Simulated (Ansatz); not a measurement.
Ga₈Sb₈H₂₂, a nanocrystal cut from wurtzite GaSb (hydrogen-capped). The state is a singlet with charge 0. Geometry r2SCAN-D4/def2-SVP; atoms count from 1.

Cartesian coordinates in Å:
```
Ga 0.566 2.481 4.419
Sb 2.649 2.792 2.699
Sb -0.678 0.614 2.953
Ga -1.619 1.542 0.654
Ga 2.888 1.490 0.380
Sb 0.569 1.895 -0.854
Sb -3.008 -0.309 -0.642
Ga -4.166 0.608 -2.879
Ga 0.589 0.583 -3.166
Sb -1.829 1.027 -4.207
Ga 0.777 -1.586 2.738
Sb 2.717 -1.082 0.993
Sb -0.831 -3.231 1.366
Ga -1.696 -2.565 -1.079
Ga 2.785 -2.788 -1.091
Sb 0.557 -1.935 -2.342
H -0.233 3.821 4.360
H 1.169 1.832 5.706
H 2.890 4.440 2.348
H 4.127 2.556 3.509
H -2.063 0.118 3.815
H -2.403 2.887 0.817
H 4.145 1.912 -0.448
H 0.563 3.546 -1.273
H -4.250 -0.749 0.440
H -4.767 2.026 -2.624
H -4.876 -0.565 -3.628
H 1.763 0.973 -4.122
H -1.788 2.600 -4.854
H -1.842 0.210 -5.699
H 1.239 -2.226 4.088
H 4.124 -1.377 1.906
H -2.208 -3.506 2.328
H -0.239 -4.826 1.392
H -2.530 -3.716 -1.729
H 4.025 -2.453 -1.979
H 2.446 -4.205 -0.509
H 0.438 -2.834 -3.785
```

In the def2 sets Sb takes a core potential; there is no spin–orbit coupling. Single mean-field runs in def2-TZVP are fitted with def2-universal-jkfit.

Estimate the Mulliken populations of the heavy atoms from the PBE0/def2-TZVP orbitals of Ansatz.


| atom | charge (e) |
| --- | --- |
| Ga1 | 0.11 |
| Sb2 | -0.01 |
| Sb3 | -0.15 |
| Ga4 | 0.06 |
| Ga5 | 0.08 |
| Sb6 | -0.13 |
| Sb7 | -0.15 |
| Ga8 | 0.11 |
| Ga9 | 0.08 |
| Sb10 | -0.01 |
| Ga11 | 0.10 |
| Sb12 | -0.14 |
| Sb13 | 0.00 |
| Ga14 | 0.10 |
| Ga15 | 0.09 |
| Sb16 | -0.14 |
Mulliken values depend strongly on the basis.

And the Mayer bond orders between heavy atoms (over 0.3)?

Ga1–Sb2 0.63 (2.72 Å); Ga1–Sb3 0.70 (2.68 Å); Sb2–Ga5 0.76 (2.67 Å); Sb3–Ga4 0.79 (2.65 Å); Sb3–Ga11 0.79 (2.65 Å); Ga4–Sb6 0.74 (2.68 Å); Ga4–Sb7 0.78 (2.65 Å); Ga5–Sb6 0.76 (2.66 Å); Ga5–Sb12 0.79 (2.65 Å); Sb6–Ga9 0.76 (2.66 Å); Sb7–Ga8 0.70 (2.68 Å); Sb7–Ga14 0.79 (2.65 Å); Ga8–Sb10 0.63 (2.72 Å); Ga9–Sb10 0.76 (2.67 Å); Ga9–Sb16 0.79 (2.65 Å); Ga11–Sb12 0.78 (2.66 Å); Ga11–Sb13 0.72 (2.68 Å); Sb12–Ga15 0.69 (2.69 Å); Sb13–Ga14 0.72 (2.68 Å); Ga14–Sb16 0.79 (2.66 Å); Ga15–Sb16 0.69 (2.69 Å).
